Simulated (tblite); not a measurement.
Isomers of C4H12Si2. Level: GFN2-xTB in tblite, geometry and Hessian alike; calculated harmonic values, unscaled, isolated species. This tight-binding method is rough: wavenumbers can miss measured ones by several per cent, in bad cases by 10 to 20. Modes of hydrogen on silicon can be 10 to 20 % off. One conformer each.

Electronic energies: GFN2-xTB at the same geometries; isomer energies are rough at this level and their order can be wrong.

```
                  SMILES  electronic energy, lowest = 0 (kcal/mol)
C[C@@H]1[SiH2]C[Si@@H]1C                                      13.4
       C=C[SiH2]CC[SiH3]                                      18.1
     CC/C=C/[SiH2][SiH3]                                      12.3
 [SiH3]C[C@@H]1CC[SiH2]1                                       3.0
     C[Si@@H]1CCC[SiH2]1                                       0.0
```

Question: How do GFN2-xTB zero-point energies change the relative energies?

Answer: 
```
                  SMILES  ZPE (kcal/mol)  of it from modes above 1550 cm⁻¹  electronic (kcal/mol)  with ZPE, lowest = 0 (kcal/mol)  lowest mode (cm⁻¹)  rings
     C[Si@@H]1CCC[SiH2]1            90.6                              47.8                    0.0                              0.3                  74      1
 [SiH3]C[C@@H]1CC[SiH2]1            87.4                              45.8                    3.0                              0.0                  68      1
     CC/C=C/[SiH2][SiH3]            86.0                              48.3                   12.3                              8.0                  9i      0
C[C@@H]1[SiH2]C[Si@@H]1C            89.3                              48.3                   13.4                             12.4                  48      1
       C=C[SiH2]CC[SiH3]            85.4                              48.4                   18.1                             13.1                  34      0
```

The zero-point energies span 5.2 kcal/mol, from `C=C[SiH2]CC[SiH3]` to `C[Si@@H]1CCC[SiH2]1`. Slightly imaginary modes are left out of the zero-point energy: `CC/C=C/[SiH2][SiH3]` 8.9i cm⁻¹. With it `[SiH3]C[C@@H]1CC[SiH2]1` becomes the lowest.

Question: What do entropy and thermal enthalpy add at 298.15 K and 1 bar (rigid rotor, harmonic oscillator, one conformer each)?

Answer: 
```
                  SMILES  point group  symmetry number  S (cal/(mol K))  H − H(0) (kcal/mol)  ZPE + H − H(0) − TS (kcal/mol)
     C[Si@@H]1CCC[SiH2]1           C1                1             91.1                 6.26                            69.7
 [SiH3]C[C@@H]1CC[SiH2]1           C1                1             92.2                 6.26                            66.1
C[C@@H]1[SiH2]C[Si@@H]1C           C1                1             94.0                 6.64                            67.9
       C=C[SiH2]CC[SiH3]           C1                1            101.5                 7.16                            62.3
```

Not tabulated: `CC/C=C/[SiH2][SiH3]` (lowest mode only 9i cm⁻¹).
